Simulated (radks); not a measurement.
Neutral samarium inside a hard spherical wall (all orbitals vanish at R), configuration held at [Xe] 4f6 6s2 and not refilled when levels cross. Method: scalar-relativistic Kohn-Sham, PBE, spin-polarised, spherical densities, finite nucleus; open shells are filled with parallel spins first (spin-orbit coupling, left out, can overturn this in heavy ions); Fermi nuclear charge, rms radius 5.0819 fm; computed with a radial shooting solver on a logarithmic mesh with Libxc functionals. Eigenvalues in eV for spin up, with the zero of energy where the potential of the charges vanishes at infinity; a dash marks a level that is unbound or too diffuse for the functional's potential to be trusted. A positive occupied level is held by the wall or, in an anion where self-interaction has pushed it up, behind a barrier. The pressure on the wall is -dE/dV.

R (bohr)  E (hartree)  kinetic (hartree)    e(5s)    e(5p)   e(6s)   e(4f)  e(5d, empty)  e(6p, empty)  pressure (GPa)
free      -10426.7492          11144.103  -44.175  -23.925  -3.673  -3.670        -1.900        -1.245               0
12        -10426.7486          11144.108  -44.127  -23.876  -3.637  -3.622        -1.856        -1.129         0.00861
10        -10426.7455          11144.133  -43.960  -23.712  -3.504  -3.457        -1.708        -0.842          0.0780
8         -10426.7270          11144.242  -43.374  -23.136  -2.959  -2.879        -1.176         0.151           0.724
6         -10426.6155          11144.724  -41.659  -21.481  -0.664  -1.155         0.557         3.846            7.99
5         -10426.4020          11145.534  -39.799  -19.723   2.930   0.798         2.724         9.187            32.5
4         -10425.7208          11148.098  -35.957  -16.060  12.720   5.133         7.776        22.558             180
3.5       -10424.8089          11151.532  -32.142  -12.225  24.157   9.690        13.223        37.077             501
1.5       -10347.8803          11384.767   138.08   183.21  532.78  143.68        253.16        582.27          218000
